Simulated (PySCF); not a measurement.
**`Cl[C@@H]1[C@H](C=C)C=C1F`, C$_{6}$H$_{6}$ClF**

Geometry:
```csv
atom,x (Å),y (Å),z (Å)
C1,2.163,-1.052,0.183
C2,0.878,-0.812,0.369
C3,0.203,0.450,-0.047
C4,-0.790,1.016,0.953
C5,-1.823,0.816,0.145
F6,-3.130,1.048,0.232
C7,-1.031,0.281,-1.004
Cl8,-1.404,-1.378,-1.520
H9,2.813,-0.337,-0.295
H10,2.617,-1.976,0.497
H11,0.241,-1.540,0.849
H12,0.933,1.171,-0.423
H13,-0.661,1.414,1.939
H14,-1.010,0.899,-1.901
```

Computed, not measured: TDDFT PBE0/def2-SVPD circular dichroism and optical rotation, one conformer, gas phase (PySCF). Geometry: GFN2-xTB.

The molecule is flexible and this is one conformer; a measurement averages over conformers. States above about 7.7 eV (minus the energy of the highest occupied orbital) lie near or above the ionisation threshold and depend on the basis. Singlets 8 and 9 lie within 0.01 eV of each other, so their separate moments and overlaps can depend on how they mix.

(1) Assign R or S to each stereocentre.

(2) List the lowest 12 singlet excitations with oscillator and rotatory strengths.

Answers

(1) C3 R, C7 R.

(2) Rotatory strengths R in 10⁻⁴⁰ esu² cm², velocity form and length form (origin at the centre of mass); f in length form.
| state | E (eV) | λ (nm) | f | R (velocity) | R (length) | main |
| --- | --- | --- | --- | --- | --- | --- |
| 1 | 6.11 | 203 | 0.052 | -0.9 | +0.2 | HOMO→LUMO 0.86 |
| 2 | 6.53 | 190 | 0.051 | -7.0 | -6.6 | HOMO−1→LUMO 0.61, HOMO→LUMO+1 0.22 |
| 3 | 6.69 | 185 | 0.011 | -11.8 | -11.7 | HOMO−2→LUMO 0.53, HOMO−3→LUMO 0.21 |
| 4 | 6.77 | 183 | 0.016 | -15.7 | -15.5 | HOMO−3→LUMO 0.38, HOMO−2→LUMO 0.36 |
| 5 | 6.94 | 179 | 0.066 | +35.0 | +35.8 | HOMO−3→LUMO 0.32, HOMO→LUMO+1 0.25 |
| 6 | 7.27 | 171 | 0.056 | -26.0 | -26.2 | HOMO→LUMO+2 0.65, HOMO−1→LUMO+1 0.17 |
| 7 | 7.34 | 169 | 0.084 | +158.5 | +160.3 | HOMO−2→LUMO+1 0.41, HOMO→LUMO+2 0.20 |
| 8 | 7.50 | 165 | 0.004 | +30.5 | +27.6 | HOMO−3→LUMO+1 0.66, HOMO→LUMO+3 0.09 |
| 9 | 7.51 | 165 | 0.017 | -4.4 | -4.6 | HOMO→LUMO+3 0.52, HOMO−3→LUMO+1 0.20 |
| 10 | 7.57 | 164 | 0.164 | -39.9 | -39.2 | HOMO−2→LUMO+1 0.33, HOMO−1→LUMO+1 0.20 |
| 11 | 7.77 | 160 | 0.129 | -37.9 | -39.3 | HOMO→LUMO+4 0.24, HOMO→LUMO+3 0.19 |
| 12 | 7.79 | 159 | 0.012 | -13.9 | -14.3 | HOMO−1→LUMO+2 0.41, HOMO→LUMO+4 0.41 |

For state 1 the two forms differ in sign, so the sign of R isn't settled.

Among the states computed, the strongest CD band (largest |R|) is state 7. The largest dissymmetry factor in size, g = 4R/(D+G), with D and G the electric and magnetic dipole strengths, is +0.074 for state 8 (velocity form, f = 0.005), among bands with |R| over 0.5. The mirror image has the same energies and oscillator strengths and all R with the opposite sign.
